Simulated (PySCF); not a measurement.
# Ionisation energy of Ir by level of theory

Ir [Xe] 4f14 5d7 6s2 [5d3/2^4 5d5/2^3, M_J = 9/2] → Ir⁺ [Xe] 4f14 5d7 6s1 [5d3/2^4 5d5/2^3 6s1/2^1, M_J = 5], as a difference of total energies. Calculation: PySCF 2.14, in x2c-SVPall-2c with one added diffuse shell each of s, d type (8s9p10d2f, 99 functions); the two-component X2C-1e Hamiltonian. Correlated levels: [Kr] 4d10 4f14 frozen; the 22 highest virtual spinors dropped. "Screened" scales the spin-orbit matrix elements by Boettger's factors to mimic the two-electron term; Breit and QED terms are absent.

| method | ionisation energy (eV) |
| --- | --- |
| GHF (spin-free) | 7.085 |
| GMP2 (spin-free) | 8.187 |
| GHF (screened spin-orbit) | 7.091 |
| GMP2 (screened spin-orbit) | 8.207 |

Problem. How much does correlation contribute at GMP2 (screened spin-orbit)?

Solution. 8.207 − (7.091) = 1.116 eV, measured against GHF (screened spin-orbit).

The spin-free rows relax to the high-spin LS determinant and lack the spin-orbit shift.

Errors of the correlated levels include the incompleteness of this basis and the frozen core.

The labels give the starting determinants; with spin-orbit coupling the two ends relaxed to ⟨J²⟩ = 24.77, ⟨L²⟩ = 13.11, ⟨S²⟩ = 3.53 and ⟨J²⟩ = 30.01, ⟨L²⟩ = 12.84, ⟨S²⟩ = 5.77.

MP2 underrates the near-degeneracy of ns² with np² in the lower species.

For comparison: 8.967 eV (measured; NIST Atomic Spectra Database, ionization energies).
